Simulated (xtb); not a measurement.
A geometry relaxed with GFN2-xTB (xtb), charge 0, multiplicity 1:

```xyz
4

Br    -0.8324     2.1197    -0.0165
Br    -1.5174    -1.6982    -0.0266
Al    -0.0591     0.0105    -0.0011
I      2.4089    -0.4320     0.0442
```

Question: Write the SMILES of this molecule.

Answer: `[Br][Al]([Br])[I]`
